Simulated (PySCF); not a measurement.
# Vibration and rotation of TlS⁻

RHF-CCSD(T) constants of TlS⁻, ¹Σ⁺ (singlet), closed shell (Tl def2-SVPD with ECP60, S def2-SVPD; scalar-relativistic core potentials (PySCF 2.14); masses 204.9744 and 31.9721 u):

```
ωe              : 326.7 cm⁻¹
ωexe            : 0.896 cm⁻¹
Be              : 0.10048 cm⁻¹
αe              : 0.000389 cm⁻¹
D (centrifugal) : 3.8e-08 cm⁻¹
```

Q: Estimate the standard entropy (1 bar) and heat capacity of the ideal gas at 500 K, rigid rotor with B0 and harmonic oscillator at the fundamental.

A: Translation (Sackur–Tetrode, M = 236.95 u): 187.8 J/(mol K). Rotation: q = kT/(σB0) = 3470 with σ = 1, 76.1. Vibration: x = hcν0/kT = 0.935, 9.17. S° = 273.0 J/(mol K); Cp = 7R/2 + 7.73 = 36.8 J/(mol K).

Correlated steps freeze 9 core orbitals. Spin–orbit coupling is left out, which matters for elements this heavy, above all for dissociation energies. The CCSD T1 diagnostic is raised, a sign that a single reference may not be enough here.
